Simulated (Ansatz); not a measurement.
Input file for Ansatz (a first-principles code): R-CCSD(T)/def2-TZVPP on H2O3Ti (SMILES [O]=[Ti]([OH])[OH]).

Ansatz 0.2 input:
```yaml
crystal:
  periodic: [false, false, false]
  atoms:
    - {symbol: Ti, position_ang: [0.37274512, -0.11104814, -0.00000001]}
    - {symbol: O, position_ang: [1.98589287, -0.23410590, -0.00000000]}
    - {symbol: O, position_ang: [-0.35766667, 1.56930352, -0.00000000]}
    - {symbol: H, position_ang: [0.02713141, 2.44962242, 0.00000001]}
    - {symbol: O, position_ang: [-0.55253144, -1.70523798, 0.00000002]}
    - {symbol: H, position_ang: [-1.47557129, -1.96863391, -0.00000001]}
basis:
  gaussian:
    orbitals: def2-TZVPP
magnetization: {spin_polarized: false}
correlation: {method: ccsd_t, electrons: outside_noble_gas}
scf: {lower_state_search: off}
```

It printed:

```
WARN ansatz: RAYON_NUM_THREADS=4 ignored (pool sized by the plan → 4); use --threads N
Functional definition: HF
these checks for a lower state are left out or cut short: stability, starts, cluster_reference, orbital_swaps, neighbouring_geometries, increment
integrals: 0.64 GiB planned
1224 factors; integrals over basis functions are off by at most 1.0e-3 eV
mean field: 0.69 GiB planned
mean field evaluation 1: about -29221.5299 eV, gradient 8.6e1 eV
mean field evaluation 2: about -29221.6652 eV, gradient 8.7e1 eV
mean field evaluation 4: about -29234.7009 eV, gradient 1.9e1 eV
mean field evaluation 8: about -29235.3301 eV, gradient 1.7e0 eV
mean field evaluation 16: about -29235.3417 eV, gradient 2.4e-6 eV
mean field -29235.34174528 eV, -1074.3789927125 hartree, gradient 2.7e-6 eV, S^2 0.000000; 0 other end points of the search recorded, 0 dependent functions left out
12 core orbitals not correlated
reference -29235.34174528 eV, -1074.3789927125 hartree; 12, 12 occupied and 161, 161 virtual orbitals, 1224 factors
second order -24.92671796 eV of doubles, -0.00000000 eV of singles
coupled cluster: 1.30 GiB planned
cycle   1  -22.32059335 eV  change     2.6e0 eV  update   2.8e-1
cycle   2  -23.66150986 eV  change    -1.3e0 eV  update   2.1e-1
cycle   3  -23.87754284 eV  change   -2.2e-1 eV  update   4.7e-2
cycle   4  -23.88564819 eV  change   -8.1e-3 eV  update   2.0e-2
cycle   5  -23.86656039 eV  change    1.9e-2 eV  update   5.3e-3
cycle   6  -23.86905569 eV  change   -2.5e-3 eV  update   2.8e-3
cycle   7  -23.86940499 eV  change   -3.5e-4 eV  update   1.5e-3
cycle   8  -23.86768342 eV  change    1.7e-3 eV  update   7.8e-4
cycle   9  -23.86809237 eV  change   -4.1e-4 eV  update   3.8e-4
cycle  10  -23.86859631 eV  change   -5.0e-4 eV  update   1.9e-4
cycle  11  -23.86831621 eV  change    2.8e-4 eV  update   1.0e-4
cycle  12  -23.86826271 eV  change    5.4e-5 eV  update   5.5e-5
cycle  13  -23.86836980 eV  change   -1.1e-4 eV  update   1.8e-5
cycle  14  -23.86833647 eV  change    3.3e-5 eV  update   9.3e-6
cycle  15  -23.86833489 eV  change    1.6e-6 eV  update   5.1e-6
perturbative correction -1.47623238 eV, -0.0542505394 hartree
Total energy: -29260.68631254 eV, -1075.3103883804 hartree
Checks for a lower state left out: stability, starts, cluster_reference, orbital_swaps, neighbouring_geometries, increment
```

The run converged.

Cost: around 40 core-seconds (rough).
